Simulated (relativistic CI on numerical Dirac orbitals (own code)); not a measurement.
**Slater and spin-orbit integrals, Tm XXXI**

These numbers are calculated, not measured: Dirac-Coulomb-Breit CI, KLI orbitals optimised for each configuration, QED by a radiative potential, unscaled Slater integrals (own radial code, finite nucleus).

Slater integrals F^k, G^k are unscaled and averaged over j, outside the closed core [Ar] 3d10; ζ comes from projecting the Hamiltonian with its Breit term on Σ l·s of the shell.

- 4s2.4p6.4d3: F^2(4d,4d) = 211640, F^4(4d,4d) = 144080, ζ(4d) = 39776 cm⁻¹; <r>(4d) = 0.4755, <r^2>(4d) = 0.2584 (bohr units).
- 4s2.4p5.4d4: ζ(4p) = 322530, F^2(4d,4d) = 211590, F^4(4d,4d) = 144050, F^2(4p,4d) = 213510, G^1(4p,4d) = 266030, G^3(4p,4d) = 170170, ζ(4d) = 39610 cm⁻¹; <r>(4p) = 0.4706, <r^2>(4p) = 0.2505, <r>(4d) = 0.4756, <r^2>(4d) = 0.2584 (bohr units).
- 4s2.4p6.4d2.4f: F^2(4d,4d) = 211500, F^4(4d,4d) = 143980, ζ(4d) = 39742, F^2(4d,4f) = 212170, F^4(4d,4f) = 138540, G^1(4d,4f) = 221590, G^3(4d,4f) = 152240, G^5(4d,4f) = 111720, ζ(4f) = 6188.4 cm⁻¹; <r>(4d) = 0.4759, <r^2>(4d) = 0.2588, <r>(4f) = 0.4529, <r^2>(4f) = 0.2329 (bohr units).

(1) Give the Racah parameters of the d shell in 4s2.4p6.4d3.

Averages of the first 10 configurations, taken without configuration mixing, which lowers the lowest level and can move excited configurations by several eV; other configurations of the list can lie among them:

```
   Configuration  Parity  States  Average energy above the lowest level (eV)
     4s2.4p6.4d3    even     120                                        25.3
     4s2.4p5.4d4     odd    1260                                       198.4
  4s2.4p6.4d2.4f     odd     630                                       203.7
      4s.4p6.4d4    even     420                                       335.4
   4s.4p6.4d3.4f     odd    3360                                       511.8
  4s2.4p6.4d2.5s    even      90                                       380.8
4s2.4p6.4d.4f.5s     odd     280                                       559.2
  4s2.4p6.4d2.5p     odd     270                                       436.8
  4s2.4p6.4d2.5d    even     450                                       512.8
  4s2.4p5.4d3.5s     odd    1440                                       552.5
```

Answers

(1) B = F²/49 − 5F⁴/441 = 2686 cm⁻¹ and C = 35F⁴/441 = 11435 cm⁻¹.
